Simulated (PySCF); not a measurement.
## Correlation energy of Yb⁵⁰⁺ (ytterbium, charge +50)

[Ar] 3d2, high-spin 3F determinant. All numbers are calculated (PySCF 2.14, the spin-free X2C one-electron Hamiltonian (Gaussian nucleus), in an even-tempered Gaussian basis (17 s from 12 bohr⁻², ratio 2.5; 12 p from 15 bohr⁻², ratio 2.5; 7 d from 15 bohr⁻², ratio 2.5; 4 f from 53 bohr⁻², ratio 2.7; 3 g from 80 bohr⁻², ratio 2.7)). Frozen: [Ne]; 10 electrons correlated; the 24 highest virtual orbitals of each spin left out.

MP2 pair energies summed by pair of shells (mhartree):

```csv
pair,energy,share (%)
3p-3p,-275.94,57.8
3p-3d,-109.01,22.8
3s-3p,-55.43,11.6
3s-3d,-19.87,4.2
3s-3s,-12.29,2.6
3d-3d,-5.17,1.1
```

Total MP2 correlation energy: -477.70 mhartree.

At this charge the one-electron X2C treatment keeps the bare 1/r₁₂, with no two-electron picture change or Breit term. The effect here is smaller than on the frozen 1s shell; and a scalar Hamiltonian misses the large spin-orbit splitting of the p shells, which matters for ns² → np² pairs.

Spin-orbit coupling is strong in this species, so the high-spin LS determinant is a model state.
